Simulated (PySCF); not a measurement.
The dipole of `CC[P@H](=S)CCCO` from its density and from atomic charges.

Coordinates (GFN2-xTB, Å) and charges (e) from the PBE0/pcSseg-1 density (PySCF):

| atom | x | y | z | Mulliken | IAO | Hirshfeld | ESP-fitted |
| --- | --- | --- | --- | --- | --- | --- | --- |
| C1 | -2.847 | 0.518 | -0.516 | -0.2825 | -0.4210 | -0.1172 | -0.0933 |
| C2 | -2.232 | -0.622 | 0.283 | -0.4437 | -0.4658 | -0.1015 | -0.1823 |
| P3 | -0.529 | -0.170 | 0.831 | +0.3595 | +0.9425 | +0.3354 | +0.0815 |
| S4 | -0.439 | 1.425 | 1.926 | -0.4057 | -0.6037 | -0.2769 | -0.3501 |
| C5 | 0.499 | -0.158 | -0.701 | -0.4412 | -0.4813 | -0.1059 | -0.0320 |
| C6 | 1.928 | -0.642 | -0.457 | -0.2312 | -0.2715 | -0.0760 | -0.2609 |
| C7 | 2.609 | 0.103 | 0.701 | +0.0330 | -0.0435 | -0.0038 | +0.3439 |
| O8 | 2.629 | 1.490 | 0.525 | -0.4569 | -0.5575 | -0.2347 | -0.6264 |
| H9 | -3.886 | 0.302 | -0.756 | +0.1336 | +0.1518 | +0.0483 | +0.0564 |
| H10 | -2.812 | 1.438 | 0.067 | +0.1445 | +0.1601 | +0.0357 | +0.0506 |
| H11 | -2.303 | 0.682 | -1.445 | +0.1217 | +0.1393 | +0.0412 | +0.0350 |
| H12 | -2.194 | -1.548 | -0.296 | +0.1499 | +0.1497 | +0.0476 | +0.0948 |
| H13 | -2.813 | -0.804 | 1.192 | +0.1706 | +0.1626 | +0.0511 | +0.1161 |
| H14 | -0.133 | -1.369 | 1.445 | +0.0787 | -0.0584 | +0.0007 | +0.0963 |
| H15 | 0.510 | 0.878 | -1.057 | +0.1762 | +0.1670 | +0.0476 | +0.0855 |
| H16 | 0.015 | -0.778 | -1.460 | +0.1582 | +0.1530 | +0.0489 | +0.0904 |
| H17 | 1.928 | -1.710 | -0.227 | +0.1173 | +0.1326 | +0.0381 | +0.0601 |
| H18 | 2.508 | -0.488 | -1.369 | +0.1375 | +0.1485 | +0.0448 | +0.0948 |
| H19 | 2.107 | -0.167 | 1.643 | +0.1225 | +0.1123 | +0.0208 | -0.0645 |
| H20 | 3.652 | -0.221 | 0.767 | +0.1208 | +0.1453 | +0.0442 | +0.0343 |
| H21 | 1.790 | 1.856 | 0.844 | +0.2372 | +0.3382 | +0.1130 | +0.3697 |

Problem. Form Σ q r in debye for every column and set it beside the full dipole.

Solution. The full density gives (-2.03, -4.17, -2.53) D, 5.28 D in size; dipole vectors point from the negative to the positive end.

```tsv
scheme	μx	μy	μz	size (D)	share of the full size (%)	angle to the full dipole (°)
Mulliken	-1.13	-4.60	-1.90	5.11	97	13
IAO	-1.86	-5.48	-2.15	6.17	117	11
Hirshfeld	-1.61	-3.09	-1.51	3.79	72	5
ESP-fitted	-2.04	-4.26	-2.54	5.36	102	0
```

Problem. Which set comes closest?

Solution. Length of the difference vector: ESP-fitted 0.09 D, Mulliken 1.18 D, IAO 1.38 D, Hirshfeld 1.55 D. Closest: ESP-fitted. The schemes that divide the density aren't constrained to reproduce the dipole.

Problem. What is left for the Hirshfeld atoms' own dipoles?

Solution. The Hirshfeld atoms' densities add up to the full density, so μ = Σ q r + Σ (atomic dipoles). The atomic dipoles sum to (-2.03, -4.17, -2.53) − (-1.61, -3.09, -1.51) = (-0.42, -1.08, -1.02) D, 1.55 D in size.

Problem. With the origin at the mean of the coordinates, (0.000, 0.001, 0.092) Å, which are the largest single terms, by size, of the ESP-fitted dipole along the direction of the full one?

Solution. O8 +7.20, H21 -4.46, S4 +3.09, C7 -2.27, C2 -1.10 D; all 21 atoms together +5.36 D. The single terms depend on the origin, their sum doesn't.

Problem. Give the size of the full dipole in other units.

Solution. 5.28 D = 2.077 au = 1.099 e·Å = 17.61 × 10⁻³⁰ C·m.

Isolated species at its GFN2-xTB geometry (one conformer only).

The run behind these numbers computed NMR shieldings as well. Rough CPU time on one thread of a shared machine: about 1.9 min.
